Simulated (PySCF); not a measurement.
C3H6F2Si, SMILES C=CC[SiH](F)F. Atoms are numbered in the order given.

```xyz
12

Si     0.8675    -0.1241     0.1896
F      2.1557    -0.5144    -0.7128
F      1.0496     1.4295     0.6129
C     -0.6907    -0.2943    -0.8218
C     -1.8791     0.2029    -0.0486
C     -2.7963    -0.5695     0.5424
H      0.8899    -0.9461     1.4176
H     -0.5489     0.2757    -1.7571
H     -0.8056    -1.3570    -1.0968
H     -1.9505     1.2915     0.0639
H     -2.7643    -1.6615     0.4651
H     -3.6169    -0.1363     1.1197
```

Geometry: B3LYP-D3(BJ)/def2-SVP. The values are those of a single conformer.

These are PySCF with PBE0/pcSseg-1 values and carry that method's errors.

GIAO shieldings, no solvent; atoms listed in one row are averaged. δ = σ(ref) − σ: ²⁹Si against TMS (σ = 352.7 ppm); ¹⁹F against CFCl3 (σ = 167.2 ppm); ¹³C against TMS (σ = 186.3 ppm); ¹H against TMS (σ = 31.56 ppm), references at their B3LYP-D3(BJ)/def2-TZVP geometries, non-relativistic.

Computed chemical shifts:
```tsv
nucleus	atoms	count	δ (ppm)
²⁹Si	Si1	1	-3.6
¹⁹F	F2	1	-152.3
¹⁹F	F3	1	-163.4
¹³C	C5	1	139.0
¹³C	C6	1	128.2
¹³C	C4	1	27.8
¹H	H10	1	6.21
¹H	H11, H12	2	5.74
¹H	H7	1	5.10
¹H	H8	1	2.33
¹H	H9	1	1.92
```
